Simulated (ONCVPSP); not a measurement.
**Cl (Z = 17): one change to an ONCV potential, before and after**

Cl, optimised norm-conserving Vanderbilt (ONCV), made with ONCVPSP 4.0.1 (PBE, scalar-relativistic). Core [Ne], reference 3s1.5 3p5.5. Waves: 3s: rc 1.20 bohr, ncon 4, nbas 9, qcut 5.3 1/bohr, 3 projectors, debl 3.7 Ha; 3p: rc 1.25 bohr, ncon 4, nbas 8, qcut 7.1 1/bohr, 1 projector; d scattering state at 0.23 Ha: rc 1.30 bohr, ncon 3, nbas 6, qcut 7.8 1/bohr, 2 projectors, debl 1 Ha. Local part: polynomial inside 0.90 bohr (lpopt 5, dvloc0 0 Ha). Core correction: polynomial model core, fcfact 0.5.

Change: all radii but the core radius scaled by about 0.87 (s 1.04, p 1.08, d 1.14 bohr); local potential polynomial inside 0.78 bohr (lpopt 5, dvloc0 0 Ha).

Cutoffs: the cutoffs (Ha) at which the residual kinetic energy of the hardest occupied pseudo-wave falls to 1 and 0.1 mHa per electron; they do not see the model core or the augmentation charge, which bear on the density cutoff. Errors are all-electron minus pseudo energies relative to the spin-unpolarised reference configuration.

**Question.** What does the change do?

**Answer.** The potential gets harder (17 Ha and 78 Ha → 48 Ha and 210 Ha); both files keep a bound ghost (s); the errors of the 4 common tests hardly move. A smaller radius makes the pseudo-wave follow the all-electron one further in, where it bends more sharply, so more plane waves are needed.

| quantity | base | changed |
| --- | --- | --- |
| cutoff, loose | 17 Ha | 48 Ha |
| cutoff, tight | 78 Ha | 210 Ha |
| loose cutoff by channel | s 17 Ha, p 13 Ha | s 48 Ha, p 31 Ha |
| bound ghosts | s | s |
| GHOST(+) flags under 300 eV | d at 123.8 eV, s at 240.9 eV | none |
| error for 3s2 3p5, meV [ΔE -6.06 eV] | +0.4 | +0.5 |
| error for 3s2 3p4, meV [ΔE 7.81 eV] | +3.0 | +3.2 |
| error for 3s2 3p3, meV [ΔE 33.26 eV] | +26 | +24 |
| error for 3s1 3p5, meV [ΔE 20.52 eV] | +6.4 | +6.4 |
| rms error of d²Exc/dni dnj with the model core, mHa | 0.42 | 0.24 |

 A true bound ghost makes a file unfit for plane-wave use even where its test errors are small: the radial tests pick states by their node count and pass the ghost by.
